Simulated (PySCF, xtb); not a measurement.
C₂H₁₄Si₄, SMILES C([SiH2][SiH2]C[SiH3])[SiH3]. Other conformers were not sampled.

Harmonic wavenumbers (cm⁻¹) from GFN2-xTB in xtb at its own minimum, in rising order: 6, 34, 52, 66, 110, 111, 131, 175, 197, 346, 427, 449, 488, 492, 511, 520, 551, 567, 618, 664, 690, 708, 720, 746, 781, 789, 793, 797, 798, 801, 809, 817, 827, 833, 1023, 1027, 1135, 1141, 1460, 1463, 2130, 2153, 2167, 2177, 2228, 2230, 2246, 2252, 2257, 2259, 2959, 2964, 2971, 2976.

What does PySCF with PBE-D3(BJ)/def2-SVP give at its own minimum? (The exact figures need the calculation; the answer reports its results.)

30, 33, 46, 67, 121, 126, 141, 165, 211, 334, 418, 434, 468, 509, 537, 542, 586, 625, 664, 685, 731, 740, 754, 777, 805, 819, 886, 890, 903, 904, 912, 914, 916, 918, 988, 997, 1029, 1033, 1328, 1328, 2127, 2135, 2138, 2147, 2153, 2157, 2164, 2165, 2167, 2169, 2986, 2986, 3050, 3051. Paired by order, the mean absolute difference is 49 cm⁻¹ and the zero-point energies are 83.8 and 84.2 kcal/mol.
